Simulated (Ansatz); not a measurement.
Frontier orbitals of ClH₆HfN₃, SMILES `[NH2][Hf]([NH2])([NH2])[Cl]`.

| atom | x (Å) | y (Å) | z (Å) |
| --- | --- | --- | --- |
| N1 | 0.977 | -0.193 | -1.614 |
| Hf2 | -0.363 | -0.337 | -0.100 |
| N3 | 0.682 | -0.825 | 1.567 |
| N4 | -1.114 | 1.522 | 0.199 |
| Cl5 | -2.080 | -1.927 | -0.575 |
| H6 | 1.387 | -0.979 | -2.101 |
| H7 | 1.281 | 0.661 | -2.059 |
| H8 | 0.272 | -1.129 | 2.439 |
| H9 | 1.688 | -0.882 | 1.641 |
| H10 | -1.814 | 1.964 | -0.382 |
| H11 | -0.915 | 2.124 | 0.985 |

Total charge 0; spin multiplicity 1. Correlated methods include outer-core shells of Hf, which these sets cover unevenly. Hf: def2 effective core potential. All single points use the PBE0-D4/def2-TZVP geometry. It is one conformer, not always the lowest. Basis def2-TZVPP, the Gaussian-basis code of Ansatz.

| functional | HOMO (eV) | LUMO (eV) | gap (eV) |
| --- | --- | --- | --- |
| PBE | -5.94 | -0.85 | 5.09 |
| r2SCAN | -6.23 | -0.60 | 5.63 |
| PBE0 | -7.33 | -0.05 | 7.28 |
| B3LYP | -7.08 | -0.34 | 6.74 |
| r2SCANh | -6.75 | -0.28 | 6.47 |
| HSE06 (plane-wave form) | -6.92 | -0.40 | 6.52 |
| ωB97M-V | -9.72 | 1.12 | 10.84 |

A quarter of exact exchange (PBE0) shifts PBE's HOMO by −1.39 eV and its LUMO by +0.81 eV; full exchange at long range (ωB97M-V) shifts them by −3.78 and +1.97 eV. The gap opens from 5.09 to 10.83 eV, since occupied levels lose self-interaction and empty ones feel all the electrons. A positive LUMO is unbound and depends on the basis.

B3LYP here is the variant with VWN-RPA as its local correlation; programs differ in this.
